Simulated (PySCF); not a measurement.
Identify the unknown among the candidates.

All candidates are C6H6ClF.

- Rotational structure: rotational constants A, B, C: 3.965, 0.961, 0.801 GHz [GFN2-xTB]
- Polarisability: 87.9 au [B3LYP/def2-SVPD]
- Triplet: lowest triplet excitation (Tamm–Dancoff): 2.84 eV [TDA B3LYP/def2-SVPD]
- UV, first state: lowest singlet excitation: 4.79 eV (259 nm, f = 0.249) [TDDFT B3LYP/def2-SVPD]
- Dipole: 1.49 D [B3LYP/def2-SVPD]

The electronic properties come from PySCF, for the isolated species, density fitting. Levels stand in brackets. Isolated species at its GFN2-xTB geometry, gas phase.

**Question.** Which candidate is it?
A. `C#C[C@@H]1C[C@H](Cl)[C@@H]1F`
B. `C=C/C=C/C(F)=C\Cl`
C. `C=C1/C(=C\Cl)C[C@@H]1F`

**Answer.** C. It is `C=C1/C(=C\Cl)C[C@@H]1F`. Numbering: `[CH2:1]=[C:2]1/[C:3](=[CH:4]\[Cl:5])[CH2:6][C@@H:7]1[F:8]`. Its formula, C6H6ClF, gives 3 degrees of unsaturation: 1 ring and 2 π bonds in the structure found. S1 is mainly HOMO→LUMO (weight 0.96); the largest Löwdin shares of the orbital it empties are 0.24 on the vinylic C–Cl carbon, 0.18 on the vinyl chlorine, 0.18 on a fully substituted alkene carbon and 0.18 on the terminal =CH2 carbon, of the orbital it fills 0.24 on the terminal =CH2 carbon, 0.19 on the vinylic C–Cl carbon, 0.15 on a fully substituted alkene carbon and 0.13 on a fully substituted alkene carbon. The optimised geometry has point group C1 and is an asymmetric top.

The others, at the same levels:
- `C=C/C=C/C(F)=C\Cl` fails: its computed lowest singlet excitation is 4.36 eV (284 nm, f = 0.897) (against 4.79 eV), lowest triplet excitation (Tamm–Dancoff) is 2.37 eV (against 2.84 eV) and static isotropic polarisability is 109.8 au (against 87.9 au).
- `C#C[C@@H]1C[C@H](Cl)[C@@H]1F` fails: its computed lowest singlet excitation is 6.42 eV (193 nm, f = 0.000) (against 4.79 eV), lowest triplet excitation (Tamm–Dancoff) is 5.40 eV (against 2.84 eV) and static isotropic polarisability is 81.6 au (against 87.9 au).

Each candidate is one conformer, not necessarily the lowest. The conformers computed, where there is a choice (atom-mapped SMILES and torsion angles):
- `[CH2:1]=[CH:2]/[CH:3]=[CH:4]/[C:5]([F:6])=[CH:7]\[Cl:8]`: C1–C2–C3–C4 180°, C3–C4–C5–F6 0°
